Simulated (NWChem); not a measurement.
# SiH4S; SMILES [SiH3]S

Computed with NWChem. Pople sets run with spherical d functions. The geometry was optimised at PBE0-D3(BJ)/def2-TZVP. Level: PBE0/6-31G* with SMD (1 M gas to 1 M solution), gas-phase geometry. Reactions with the solvent are ignored.

| solvent | dielectric constant | solvation free energy (kcal/mol) | cavity-dispersion-structure term (kcal/mol) | dipole in solution (D) |
|---|---|---|---|---|
| water | 78.4 | -0.3 | 1.9 | 1.90 |
| benzene | 2.27 | -2.7 | -1.5 | 1.69 |
| dichloromethane | 8.93 | -3.3 | -1.2 | 1.85 |
| chloroform | 4.71 | -3.2 | -1.4 | 1.80 |
| cyclohexane | 2.02 | -2.1 | -1.1 | 1.66 |
| 1-propanol | 20.5 | -3.2 | -1.1 | 1.88 |
| toluene | 2.37 | -2.6 | -1.3 | 1.70 |
